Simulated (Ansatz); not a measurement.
Reaction (redistribution): `O[SiH](O)S` + `[CH3][Mo](=[NH])(=[NH])[F]` → `O[SiH](F)S` + `[CH3][Mo](=[NH])(=[NH])[OH]`

Computed with Ansatz on PBE0-D4/def2-TZVP structures; ΔE is electronic, products minus reactants. CBS: MP2 limit from def2 TZ/QZ plus the TZ coupled-cluster correction, frozen cores. Functionals use def2-TZVPP. HSE06 is defined as in plane-wave codes. def2 core potentials past Kr. For Mo outer-core shells are correlated without core-valence functions, which leaves a few kJ/mol of doubt a bond. One conformer a species, not always the lowest.

Q: Is it downhill or uphill in electronic energy at CCSD(T)/CBS, and by how much? (Estimate.)

A: Ansatz gave: Downhill: ΔE = -0.14 eV.

Q: What do these levels give: LDA (SPW92), PBE-D4, revPBE-D4, r2SCAN-D4, PBE0-D4, BLYP, r2SCAN, HSE06, CCSD/def2-SVP, CCSD(T)/def2-TZVPP, HF/CBS(def2), CCSD/CBS(def2)? (Estimate.)

A: The calculation gave: LDA (SPW92) -0.10, PBE-D4 -0.08, revPBE-D4 -0.07, r2SCAN-D4 -0.09, PBE0-D4 -0.09, BLYP -0.09, r2SCAN -0.08, HSE06 -0.08, CCSD/def2-SVP -0.11, CCSD(T)/def2-TZVPP -0.14, HF/CBS(def2) -0.11, CCSD/CBS(def2) -0.13 eV.

Q: What do rigid-rotor, harmonic-oscillator terms from PBE0-D4/def2-TZVP frequencies (298.15 K, 1 bar) make of the CCSD(T)/CBS value? (Best estimate.)

A: Computed: ΔZPE = 0.00 eV, ΔH = -0.14 eV, ΔS = -6 J/(mol·K), ΔG = -0.12 eV.

Largest T1 diagnostic among the species: 0.022, so the coupled-cluster value is less sure than usual.

In def2-TZVPP, CCSD(T) changes the Hartree–Fock value by −0.04 eV (the triples alone add −0.01 eV) and MP2 by −0.05 eV. Leaving LDA and LC-ωPBE aside and taking each functional with its dispersion term where it has one, the values, not all of them listed here, spread over 0.04 eV, from B2PLYP to revPBE-D4.
